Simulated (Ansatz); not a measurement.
Program: Ansatz. Geometries: PBE0-D4/def2-TZVP. ΔE: electronic, gas phase. CCSD(T)/CBS is the MP2 limit (def2-TZVPP, def2-QZVPP) plus CCSD(T) − MP2 in def2-TZVPP, frozen cores. This one scheme is used for every species. For Ge outer-core shells are correlated without core-valence functions, which leaves a few kJ/mol of doubt a bond. Scalar relativity is left out up to krypton.

Reaction (cleavage of the Ge–Si bond): `[F][Ge]([F])([SiH3])[SiH3]` + HCl → `[F][Ge]([F])([SiH3])[Cl]` + SiH₄

```json
{"species": "`[F][Ge]([F])([SiH3])[SiH3]`", "CCSD(T)/def2-SVP energy (Eh)": "-2855.92909"}
{"species": "HCl", "CCSD(T)/def2-SVP energy (Eh)": "-460.10218"}
{"species": "`[F][Ge]([F])([SiH3])[Cl]`", "CCSD(T)/def2-SVP energy (Eh)": "-3024.75887"}
{"species": "SiH₄", "CCSD(T)/def2-SVP energy (Eh)": "-291.30187"}
```

Question: Work out ΔE.

Answer: ΔE = (-3024.75887) + (-291.30187) − (-2855.92909) − (-460.10218) = -0.02947 Eh = -0.80 eV. CCSD(T)/CBS gives -0.70 eV.

Largest T1 diagnostic among the species: 0.013.

Leaving LDA and LC-ωPBE aside and taking each functional with its dispersion term where it has one, the values, not all of them listed here, spread over 0.18 eV, from BHLYP-D4 to PBE-D4. At CCSD(T), def2-SVP lies −0.10 eV from the extrapolated value and def2-TZVPP −0.04 eV.
